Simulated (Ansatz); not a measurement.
Gas-phase electronic energies from Ansatz, PBE0-D4/def2-TZVP geometries. CCSD(T)/CBS adds triple-zeta CCSD(T) − MP2 to the extrapolated MP2 energy (def2 sets, frozen cores). This one scheme is used for every species. Functionals use def2-TZVPP. One conformer a species, not always the lowest.

Reaction (hydrogenolysis of the Al–F bond): `C[O][Al]([F])[O]C` + H₂ → `C[O][AlH][O]C` + H–F

| level | ΔE (kJ/mol) |
| --- | --- |
| r2SCANh-D4 | 159.2 |
| r2SCAN0-D4 | 157.1 |
| HF/def2-TZVPP | 152.5 |
| CCSD/def2-TZVPP | 152.6 |

Problem. What does CCSD(T)/CBS give? (Estimate.)

Solution. Ansatz gave: +154.9 kJ/mol. The listed levels differ from it by 4.3, 2.2, -2.4, -2.3 kJ/mol.

Largest T1 diagnostic among the species: 0.012.

From r2SCAN to r2SCAN0 (25 % exact exchange), in def2-TZVPP and without D4, ΔE moves by −3.7 kJ/mol. Leaving LDA and LC-ωPBE aside and taking each functional with its dispersion term where it has one, the values, not all of them listed here, spread over 15.8 kJ/mol, from HSE06-D4 to r2SCAN-D4. LDA lies −3.5 kJ/mol from PBE without D4.
